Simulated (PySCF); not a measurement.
CaF2 (SMILES [F][Ca][F]), singlet, geometry from GFN2-xTB (such geometries of metal compounds can be far from the true shape). Base run: DF-HF/3-21G run with PySCF.

PySCF was given this input:
```python
from pyscf import gto, scf

mol = gto.M(
    atom='''
Ca    0.484637   -0.079697   -0.181770
F    -0.725348    1.235638   -0.799189
F    -0.351624   -1.058533    1.203122
''',
    basis='3-21g',
    charge=0,
    spin=0,
    verbose=4,
)

mf = scf.RHF(mol)
mf = mf.density_fit(auxbasis='def2-universal-jkfit')
mf.kernel()
```

The base run was repeated with changes; each row names its change, and settings that it needs were set with it.

```json
[
 {"change": "base", "basis functions": "35", "E (Eh)": "-871.22513", "HOMO (eV)": "-11.31", "HOMO-LUMO gap (eV)": "10.69", "dipole (D)": "9.18"},
 {"change": "basis = STO-3G", "basis functions": "23", "E (Eh)": "-865.84226", "HOMO (eV)": "-6.85", "HOMO-LUMO gap (eV)": "10.05", "dipole (D)": "5.11"},
 {"change": "basis = 6-31G", "basis functions": "35", "E (Eh)": "-875.60076", "HOMO (eV)": "-12.47", "HOMO-LUMO gap (eV)": "11.77", "dipole (D)": "9.71"},
 {"change": "basis = pcseg-0", "basis functions": "37", "E (Eh)": "-873.82328", "HOMO (eV)": "-12.82", "HOMO-LUMO gap (eV)": "12.96", "dipole (D)": "8.04"},
 {"change": "basis = def2-SVP", "basis functions": "52", "E (Eh)": "-875.51300", "HOMO (eV)": "-13.64", "HOMO-LUMO gap (eV)": "13.55", "dipole (D)": "8.01"},
 {"change": "basis = 6-311G**", "basis functions": "75", "E (Eh)": "-875.79903", "HOMO (eV)": "-13.46", "HOMO-LUMO gap (eV)": "13.13", "dipole (D)": "8.05"},
 {"change": "basis = pcseg-2", "basis functions": "93", "E (Eh)": "-875.83811", "HOMO (eV)": "-13.90", "HOMO-LUMO gap (eV)": "13.66", "dipole (D)": "8.07"},
 {"change": "basis = def2-TZVP", "basis functions": "98", "E (Eh)": "-875.84754", "HOMO (eV)": "-13.85", "HOMO-LUMO gap (eV)": "13.42", "dipole (D)": "8.06"},
 {"change": "basis = 6-311+G(2d,p)", "basis functions": "102", "E (Eh)": "-875.82550", "HOMO (eV)": "-13.91", "HOMO-LUMO gap (eV)": "13.38", "dipole (D)": "8.11"},
 {"change": "basis = cc-pVTZ", "basis functions": "103", "E (Eh)": "-875.85159", "HOMO (eV)": "-13.86", "HOMO-LUMO gap (eV)": "13.39", "dipole (D)": "7.92"},
 {"change": "basis = def2-TZVPD", "basis functions": "116", "E (Eh)": "-875.85185", "HOMO (eV)": "-13.89", "HOMO-LUMO gap (eV)": "13.47", "dipole (D)": "7.90"},
 {"change": "basis = def2-QZVP", "basis functions": "170", "E (Eh)": "-875.87757", "HOMO (eV)": "-13.91", "HOMO-LUMO gap (eV)": "13.43", "dipole (D)": "7.91"},
 {"change": "basis = cc-pVQZ", "basis functions": "178", "E (Eh)": "-875.87482", "HOMO (eV)": "-13.91", "HOMO-LUMO gap (eV)": "13.43", "dipole (D)": "7.84"}
]
```

Totals compare only among sets that treat the same electrons; sets with core potentials leave the core out.
